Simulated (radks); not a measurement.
Results of a calculation; reference values are marked as such.
Species: Pm4+. Configuration: [Xe] 4f3 (the NIST ground configuration). Code: a radial shooting solver on a logarithmic mesh with Libxc functionals. Model: scalar-relativistic Kohn-Sham, LDA (Slater exchange, Perdew-Wang correlation), spin-polarised, spherical densities, point nucleus; open shells are filled with parallel spins first (spin-orbit coupling, left out, can overturn this in heavy ions). Some entries of the table are withheld. Estimate them.

orbital,occ.,eigenvalue (eV),<r> (bohr)
1s down,1,-45031.10,0.02320
1s up,1,-45031.10,0.02320
2s up,1,-7366.514,0.09903
2s down,1,-7366.477,0.09903
2p up,3,-6586.865,0.08714
2p down,3,-6586.840,0.08714
3s up,1,-1649.030,0.2609
3s down,1,-1647.910,0.2608
3p up,3,-1404.231,0.2591
3p down,3,-1403.122,0.2590
3d up,5,-1067.708,0.2365
3d down,5,-1066.837,0.2363
4s up,1,-370.3910,0.5910
4s down,1,-367.7426,0.5910
4p up,3,-289.6181,0.6246
4p down,3,-286.9905,0.6248
4d up,5,-175.3773,0.6799
4d down,5,-172.8018,0.6806
5s up,1,(1),1.364
5s down,1,(2),1.373
5p up,3,-64.4175,1.543
5p down,3,-63.4001,1.556
4f up,3,-52.2384,0.8661
4f down,0,-49.9117,0.8785

Answer. 
(1) 5s up eigenvalue (eV): -85.9169
(2) 5s down eigenvalue (eV): -84.5970
